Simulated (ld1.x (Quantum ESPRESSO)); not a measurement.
# cobalt (Co): PAW pseudisation with LDA (PZ), scalar-relativistic reference atom.

Input for ld1.x (Quantum ESPRESSO) 7.5:

```
&input
   title='Co', zed=27., rel=1, dft='PZ', iswitch=3,
   config='[Ar] 3d7 4s2 4p0',
   nld=3, rlderiv=3.05, eminld=-3.0, emaxld=5.0, deld=0.02
 /
 &inputp
   pseudotype=3, lpaw=.true., tm=.true., lloc=-1, rcloc=1.40,
   nlcc=.true., new_core_ps=.true., rcore=1.25,
   which_augfun='PSQ', rmatch_augfun_nc=.true.,
   file_pseudopw='Co.UPF', file_wfcaegen='ae.wfc', file_wfcncgen='nc.wfc', file_beta='beta', file_chi='chi', file_wfcusgen='us.wfc'
 /
6
4S  1  0   2.00   0.00  1.55  2.15  0.0
4S  1  0   0.00   1.00  1.55  2.15  0.0
4P  2  1   0.00   0.00  2.05  2.80  0.0
4P  2  1   0.00   3.25  2.05  2.80  0.0
3D  3  2   7.00   0.00  1.25  1.55  0.0
3D  3  2   0.00   2.90  1.25  1.55  0.0
 &test
   configts(1)='3d7 4s2 4p0'
 /
```

Command:

```bash
ld1.x < Co.in > Co.out
```

Resulting log (shortened: banner, matrices, multipoles, cross overlaps and the repeated all-electron block are left out):

```
Program LD1 v.7.5
     --------------------------- All-electron run ----------------------------

     Co
     scalar relativistic calculation

     atomic number is 27.00
     dft =PZ   lsd =0 sic =0 latt =0  beta=0.20 tr2=1.0E-14
     Exchange-correlation= PZ
                           (   1   1   0   0   0   0   0)
     mesh =1193 r(mesh) =  99.89935 a.u. xmin = -7.00 dx = 0.01250
     1 Ry =  13.60569312 eV, c = 137.03599908

     n l     nl                  e(Ry)          e(Ha)          e(eV)
     1 0     1S 1( 2.00)      -556.8808      -278.4404     -7576.7497
     2 0     2S 1( 2.00)       -65.9353       -32.9676      -897.0949
     2 1     2P 1( 6.00)       -56.5540       -28.2770      -769.4561
     3 0     3S 1( 2.00)        -7.4873        -3.7436      -101.8698
     3 1     3P 1( 6.00)        -4.8151        -2.4075       -65.5123
     3 2     3D 1( 7.00)        -0.6217        -0.3109        -8.4589
     4 0     4S 1( 2.00)        -0.4175        -0.2087        -5.6803
     4 1     4P 1( 0.00)        -0.1022        -0.0511        -1.3908

     final scf error:  4.4E-15 reached in  25 iterations

     Etot =   -2781.547307 Ry,   -1390.773653 Ha,  -37844.879062 eV

     Ekin =    2816.209536 Ry,    1408.104768 Ha,   38316.482721 eV
     Encl =   -6668.364810 Ry,   -3334.182405 Ha,  -90727.725233 eV
     Eh   =    1184.397073 Ry,     592.198537 Ha,   16114.543115 eV
     Exc  =    -113.789107 Ry,     -56.894553 Ha,   -1548.179664 eV

     normalization and overlap integrals

     s(1S/1S) =  1.000000  <r> =   0.0563  <r2> =    0.0043  r(max) =   0.0370
     s(2S/2S) =  1.000000  <r> =   0.2560  <r2> =    0.0774  r(max) =   0.2131
     s(2P/2P) =  1.000000  <r> =   0.2252  <r2> =    0.0623  r(max) =   0.1723
     s(3S/3S) =  1.000000  <r> =   0.7752  <r2> =    0.6947  r(max) =   0.6731
     s(3P/3P) =  1.000000  <r> =   0.8170  <r2> =    0.7891  r(max) =   0.6816
     s(3D/3D) =  1.000000  <r> =   1.0712  <r2> =    1.5565  r(max) =   0.6648
     s(4S/4S) =  1.000000  <r> =   2.8687  <r2> =    9.6029  r(max) =   2.2914
     s(4P/4P) =  1.000000  <r> =   4.2636  <r2> =   21.9500  r(max) =   3.2113

     ------------------------ End of All-electron run ------------------------

     --------------------- Generating PAW atomic setup --------------------

      Generating local potential from pseudized AE potential:
      Matching radius rcloc =   1.4000

      Local pseudo, rcloc= 1.390 Estimated cut-off energy=    12.83 Ry

      Computing core charge for nlcc:

       r > 1.26 : true rho core
      Core charge pseudized with two Bessel functions
      Integrated core pseudo-charge :   8.26
      Wfc-us  4S rcutus= 2.126  Estimated cut-off energy=     9.59 Ry
      Wfc-us  4S rcutus= 2.126  Estimated cut-off energy=    11.93 Ry
      Wfc-us  4P rcutus= 2.799  Estimated cut-off energy=     9.38 Ry
      Wfc-us  4P rcutus= 2.799  Estimated cut-off energy=    19.89 Ry
      Wfc-us  3D rcutus= 1.536  Estimated cut-off energy=    49.33 Ry
      Wfc-us  3D rcutus= 1.536  Estimated cut-off energy=    92.05 Ry

     Required augmentation: PSQ   radius:    2.800000

     Q pseudized with Bessel functions
     Expected ecutrho=     265.0011 due to l1=  2   l2=  2

     Estimated PAW energy = -156.671836 Ryd

     ------------------- End of pseudopotential generation -------------------

     Computing logarithmic derivative in   3.03567
     Computing logarithmic derivative in   3.03567
     Computing the partial wave expansion
     R is outside the sphere for l=    0 j= 0.00
     R is outside the sphere for l=    0 j= 0.00
     R is outside the sphere for l=    1 j= 0.00
     R is outside the sphere for l=    1 j= 0.00
     R is outside the sphere for l=    2 j= 0.00
     R is outside the sphere for l=    2 j= 0.00

     ---------------------- Testing the pseudopotential ----------------------

     Co
     scalar relativistic calculation

     atomic number is 27.00   valence charge is  9.00
     dft = SLA  PZ   NOGX NOGC   lsd =0 sic =0 latt =0  beta=0.20 tr2=1.0E-14
     mesh =1193 r(mesh) =  99.89935 xmin = -7.00 dx = 0.01250

     n l     nl             e AE (Ry)        e PS (Ry)    De AE-PS (Ry)
     3 2     3D   1( 7.00)       -0.62172       -0.62173        0.00001
     1 0     4S   1( 2.00)       -0.41749       -0.41750        0.00000
     2 1     4P   1( 0.00)       -0.10222       -0.10222        0.00000

     eps = 8.7E-15  iter =  4

     Etot =   -2781.547307 Ry,   -1390.773653 Ha,  -37844.879062 eV
     Etotps =  -156.671853 Ry,     -78.335927 Ha,   -2131.629153 eV

     Ekin =     117.280505 Ry,      58.640252 Ha,    1595.682557 eV
     Encl =    -215.981961 Ry,    -107.990981 Ha,   -2938.584282 eV
     Ehrt =      55.818701 Ry,      27.909350 Ha,     759.452111 eV
     Ecxc =    -113.789097 Ry,     -56.894549 Ha,   -1548.179538 eV
     (Ecc =     -14.330978 Ry,      -7.165489 Ha,    -194.982885 eV)

     ---------------------- End of pseudopotential test ----------------------
```

Generation and configuration tests took about 2.7 s on one core of a shared server CPU.
